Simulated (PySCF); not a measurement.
## Mayer bond orders and bond lengths

Species: C6H11F3NP.
SMILES with atom numbers: `[CH2:1]=[CH:2][P@:3]([CH2:4][CH3:5])(=[N:6][CH3:7])[C:8]([F:9])([F:10])[F:11]` (hydrogens: H12, H13 on C1; H14 on C2; H15, H16 on C4; H17, H18, H19 on C5; H20, H21, H22 on C7)

Structure used (GFN2-xTB), in Å, numbered top down from 1:
```
atom  x, y, z in Å
C1     1.837   -1.310   -1.629
C2     0.820   -0.464   -1.678
P3     0.092    0.325   -0.242
C4    -0.125   -0.912    1.132
C5    -1.238   -1.872    0.740
N6    -1.048    1.216   -0.795
C7    -1.978    2.048   -0.061
C8     1.613    1.246    0.539
F9     2.051    2.183   -0.310
F10    1.237    1.875    1.667
F11    2.673    0.488    0.864
H12    2.244   -1.757   -2.522
H13    2.312   -1.585   -0.701
H14    0.329   -0.168   -2.595
H15    0.812   -1.441    1.315
H16   -0.386   -0.355    2.039
H17   -1.455   -2.565    1.551
H18   -2.145   -1.319    0.501
H19   -0.952   -2.444   -0.141
H20   -2.738    2.366   -0.775
H21   -1.493    2.940    0.342
H22   -2.471    1.524    0.761
```

Bond orders from the PBE0/pcSseg-1 density (PySCF). The structure is a single GFN2-xTB conformer in the gas phase; no vibrational or solvent corrections.

Question: How far do the computed orders between heavy atoms stray from the drawn ones?

Answer: The largest departure is 0.278, at P3–C8 (drawn single, 0.722). Drawn single, order below 0.88: P3–C4 (0.874) and P3–C8 (0.722).

Question: Give the Mayer order of every bond, beside its length.

Answer: 
```csv
bond,drawn as,length (Å),Mayer order
C1–C2,double,1.324,1.917
C2–P3,single,1.793,0.941
P3–C4,single,1.861,0.874
C4–C5,single,1.522,1.046
P3–N6,double,1.549,1.763
N6–C7,single,1.448,0.969
P3–C8,single,1.941,0.722
C8–F9,single,1.338,0.985
C8–F10,single,1.345,0.962
C8–F11,single,1.343,0.957
C1–H12,single,1.078,0.950
C1–H13,single,1.078,0.945
C2–H14,single,1.082,0.950
C4–H15,single,1.091,0.918
C4–H16,single,1.095,0.927
C5–H17,single,1.088,0.964
C5–H18,single,1.089,0.957
C5–H19,single,1.089,0.963
C7–H20,single,1.090,0.970
C7–H21,single,1.092,0.961
C7–H22,single,1.093,0.959
```

By pair of heavy elements: C–C: lowest C4–C5 (1.046, 1.522 Å), highest C1–C2 (1.917, 1.324 Å). C–P: lowest P3–C8 (0.722, 1.941 Å), highest C2–P3 (0.941, 1.793 Å). C–F: lowest C8–F11 (0.957, 1.343 Å), highest C8–F9 (0.985, 1.338 Å).

Question: Sum the orders of all bonds at each heavy atom with more than one neighbour and set the sums beside the valence in the SMILES.

Answer: C1 3.812 (drawn 4), C2 3.808 (drawn 4), P3 4.300 (drawn 5), C4 3.765 (drawn 4), C5 3.930 (drawn 4), N6 2.732 (drawn 3), C7 3.859 (drawn 4), C8 3.626 (drawn 4). Orders between atoms that aren't bonded are not in these sums.

The Mayer order sums products of elements of PS (density times overlap matrix) between the two atoms' basis functions, so it depends on the basis set.
